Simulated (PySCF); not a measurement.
**Deuteron quadrupole couplings in `[SiH3]O[Si@@H]([SiH3])CCl`**

Species: CH9ClOSi3.
Z-matrix (Å and degrees, GFN2-xTB geometry), rows numbered from 1:
```
Si
O   1  1.6213
Si  2  1.6257  1  162.51
Si  3  2.3074  2  111.47  1    47.98
C   3  1.9182  2  103.52  1   168.27
Cl  5  1.7837  3  108.93  2  -177.44
H   1  1.4613  2  106.47  3   -88.01
H   1  1.4598  2  105.17  3   152.09
H   1  1.4613  2  107.52  3    32.01
H   3  1.4696  2  104.93  1   -80.63
H   4  1.4691  3  112.69  2   -20.32
H   4  1.4664  3  111.19  2  -139.51
H   4  1.4679  3  113.27  2   100.28
H   5  1.0887  3  113.05  2   -59.22
H   5  1.0881  3  113.21  2    64.16
```

Level: PBE0/pcSseg-1 (PySCF, non-relativistic); Q(2H) = 0.00286 b; rigid geometry, the same for H and D, with no vibrational averaging.

Question: Rank these positions by the coupling χzz of a deuteron there, largest first.
A. H12 (Si–H hydrogen)
B. H10 (Si–H hydrogen)
C. H14 (methylene hydrogen)

Answer: C (208 kHz), A (109 kHz), B (105 kHz).

Q: Tabulate Vzz, the asymmetry η and χzz = 234.96 MHz × Q × Vzz for every hydrogen position.

A: 
| atom | bonded to | bond length (Å) | Vzz (au) | η | χzz (kHz) |
| --- | --- | --- | --- | --- | --- |
| H7 | Si1 | 1.461 | 0.1605 | 0.03 | 108 |
| H8 | Si1 | 1.460 | 0.1618 | 0.02 | 109 |
| H9 | Si1 | 1.461 | 0.1605 | 0.03 | 108 |
| H10 | Si3 | 1.470 | 0.1557 | 0.01 | 105 |
| H11 | Si4 | 1.469 | 0.1610 | 0.01 | 108 |
| H12 | Si4 | 1.466 | 0.1626 | 0.00 | 109 |
| H13 | Si4 | 1.468 | 0.1616 | 0.01 | 109 |
| H14 | C5 | 1.089 | 0.3093 | 0.07 | 208 |
| H15 | C5 | 1.088 | 0.3107 | 0.07 | 209 |

Q: Average by the element that carries the hydrogen.

A: on Si: 108 kHz over 7 positions, mean bond length 1.465 Å; on C: 208 kHz over 2 positions, mean bond length 1.088 Å.

Q: How does χzz go with the bond length over the 7 Si–H bonds?

A: A straight-line fit has a slope of -1.4 kHz for each 0.01 Å, with a correlation coefficient of -0.37, over lengths from 1.460 to 1.470 Å.

Geometry: GFN2-xTB, one conformer, isolated molecule. GFN2-xTB bond lengths can be off by several hundredths of an ångström, more for odd bonds, and the gradients follow them. These gradients aren't converged with respect to the basis.
